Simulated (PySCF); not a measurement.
A series of related molecules.

All values: PBE0/pcSseg-1 (PySCF) at GFN2-xTB geometries, gas phase, one conformer each.

Question: Rank by the highest Hirshfeld charge on any atom, highest value first.
A. `CS[Si@@H](F)[C@@H](F)[SiH2]C[SiH3]`
B. `F[C@@H]1[C@H]([SiH3])CS[Si@H]1F`
C. `CS[Si@@H](CF)[C@@H](F)C[SiH3]`

Answer: B (+0.406 e), A (+0.396 e), C (+0.325 e).

Question: Rank by the highest IAO charge on any atom, highest value first.
A. `[SiH3]C[C@H](F)[Si@H](S[SiH3])F`
B. `[C@H](F)(C[SiH3])[Si@@H](SC)F`
C. `CS[Si@@H](CF)[C@@H](F)C[SiH3]`

Answer: A (+1.130 e), B (+1.111 e), C (+0.811 e).

Question: Rank by dipole moment, lowest first.
A. `[CH3:1][S:2][Si@@H:3]([CH2:4][F:5])[C@@H:6]([F:7])[CH2:8][SiH3:9]` with C1–S2–Si3–C4 62°, S2–Si3–C4–F5 -71°, S2–Si3–C6–F7 -178°, Si3–C6–C8–Si9 179°
B. `[F:1][C@@H:2]1[C@H:3]([SiH3:4])[CH2:5][S:6][Si@H:7]1[F:8]` with F1–C2–C3–Si4 45°, C2–C3–C5–S6 -53°, C3–C5–S6–Si7 36°, C5–S6–Si7–F8 -125°
C. `[F:1][C@@H:2]([CH2:3][SiH3:4])[Si@@H:5]([F:6])[SH:7]` with F1–C2–C3–Si4 52°, F1–C2–Si5–F6 86°, C2–Si5–S7–H -153°

Answer: A (0.85 D), C (1.14 D), B (1.69 D).

All values together:

```json
{"SMILES": "CS[Si@@H](F)[C@@H](F)C[SiH3]", "change": "parent", "formula": "C3H10F2SSi2", "μ (D)": "1.72", "HOMO (eV)": "-7.36", "LUMO (eV)": "-0.06", "lowest IAO charge (e)": "-0.547 (C)", "highest IAO charge (e)": "+1.111 (Si)", "lowest Hirshfeld charge (e)": "-0.195 (F)", "highest Hirshfeld charge (e)": "+0.401 (Si)"}
{"SMILES": "F[C@@H](C[SiH3])[Si@@H](F)S", "change": "terminal C group replaced by H", "formula": "C2H8F2SSi2", "μ (D)": "1.14", "HOMO (eV)": "-7.90", "LUMO (eV)": "-0.22", "lowest IAO charge (e)": "-0.550 (C)", "highest IAO charge (e)": "+1.124 (Si)", "lowest Hirshfeld charge (e)": "-0.205 (F)", "highest Hirshfeld charge (e)": "+0.407 (Si)"}
{"SMILES": "F[C@@H]1[C@H]([SiH3])CS[Si@H]1F", "change": "ring closed by a new C-C bond", "formula": "C3H8F2SSi2", "μ (D)": "1.69", "HOMO (eV)": "-7.42", "LUMO (eV)": "-0.22", "lowest IAO charge (e)": "-0.530 (F)", "highest IAO charge (e)": "+1.111 (Si)", "lowest Hirshfeld charge (e)": "-0.204 (F)", "highest Hirshfeld charge (e)": "+0.406 (Si)"}
{"SMILES": "CS[Si@@H](F)[C@@H](F)[SiH2]C[SiH3]", "change": "SiH2 inserted into a C-C bond", "formula": "C3H12F2SSi3", "μ (D)": "0.91", "HOMO (eV)": "-7.27", "LUMO (eV)": "-0.01", "lowest IAO charge (e)": "-0.824 (C)", "highest IAO charge (e)": "+1.115 (Si)", "lowest Hirshfeld charge (e)": "-0.244 (C)", "highest Hirshfeld charge (e)": "+0.396 (Si)"}
{"SMILES": "CS[Si@@H](CF)[C@@H](F)C[SiH3]", "change": "CH2 inserted into a Si-F bond", "formula": "C4H12F2SSi2", "μ (D)": "0.85", "HOMO (eV)": "-7.04", "LUMO (eV)": "0.00", "lowest IAO charge (e)": "-0.545 (C)", "highest IAO charge (e)": "+0.811 (Si)", "lowest Hirshfeld charge (e)": "-0.167 (C)", "highest Hirshfeld charge (e)": "+0.325 (Si)"}
{"SMILES": "CC[C@@H](F)[Si@H](F)SC", "change": "Si replaced by C", "formula": "C4H10F2SSi", "μ (D)": "1.65", "HOMO (eV)": "-7.31", "LUMO (eV)": "-0.04", "lowest IAO charge (e)": "-0.537 (F)", "highest IAO charge (e)": "+1.115 (Si)", "lowest Hirshfeld charge (e)": "-0.201 (F)", "highest Hirshfeld charge (e)": "+0.400 (Si)"}
{"SMILES": "F[C@@H](C[SiH3])[Si@@H](F)S[SiH3]", "change": "C replaced by Si", "formula": "C2H10F2SSi3", "μ (D)": "1.58", "HOMO (eV)": "-7.64", "LUMO (eV)": "-0.36", "lowest IAO charge (e)": "-0.547 (C)", "highest IAO charge (e)": "+1.130 (Si)", "lowest Hirshfeld charge (e)": "-0.197 (F)", "highest Hirshfeld charge (e)": "+0.403 (Si)"}
```

Conformers: `[CH3:1][S:2][Si@@H:3]([F:4])[C@@H:5]([F:6])[CH2:7][SiH3:8]` with C1–S2–Si3–F4 46°, S2–Si3–C5–F6 160°, Si3–C5–C7–Si8 -175°; `[F:1][C@@H:2]([CH2:3][SiH3:4])[Si@@H:5]([F:6])[SH:7]` with F1–C2–C3–Si4 52°, F1–C2–Si5–F6 86°, C2–Si5–S7–H -153°; `[F:1][C@@H:2]1[C@H:3]([SiH3:4])[CH2:5][S:6][Si@H:7]1[F:8]` with F1–C2–C3–Si4 45°, C2–C3–C5–S6 -53°, C3–C5–S6–Si7 36°, C5–S6–Si7–F8 -125°; `[CH3:1][S:2][Si@@H:3]([F:4])[C@@H:5]([F:6])[SiH2:7][CH2:8][SiH3:9]` with C1–S2–Si3–F4 44°, S2–Si3–C5–F6 158°, Si3–C5–Si7–C8 176°, C5–Si7–C8–Si9 -69°; `[CH3:1][S:2][Si@@H:3]([CH2:4][F:5])[C@@H:6]([F:7])[CH2:8][SiH3:9]` with C1–S2–Si3–C4 62°, S2–Si3–C4–F5 -71°, S2–Si3–C6–F7 -178°, Si3–C6–C8–Si9 179°; `[CH3:1][CH2:2][C@@H:3]([F:4])[Si@H:5]([F:6])[S:7][CH3:8]` with C1–C2–C3–F4 66°, C2–C3–Si5–F6 155°, C3–Si5–S7–C8 162°; `[F:1][C@@H:2]([CH2:3][SiH3:4])[Si@@H:5]([F:6])[S:7][SiH3:8]` with F1–C2–C3–Si4 -53°, F1–C2–Si5–F6 177°, C2–Si5–S7–Si8 48°.

Q: Give the shifts from the parent, `CS[Si@@H](F)[C@@H](F)C[SiH3]`.

A: 
```
                            SMILES  change in μ (D)  change in HOMO (eV)  change in LUMO (eV)
       F[C@@H](C[SiH3])[Si@@H](F)S            -0.58                -0.54                -0.16
   F[C@@H]1[C@H]([SiH3])CS[Si@H]1F            -0.03                -0.06                -0.16
CS[Si@@H](F)[C@@H](F)[SiH2]C[SiH3]            -0.81                +0.09                +0.05
     CS[Si@@H](CF)[C@@H](F)C[SiH3]            -0.87                +0.32                +0.06
            CC[C@@H](F)[Si@H](F)SC            -0.07                +0.05                +0.02
 F[C@@H](C[SiH3])[Si@@H](F)S[SiH3]            -0.14                -0.28                -0.30
```
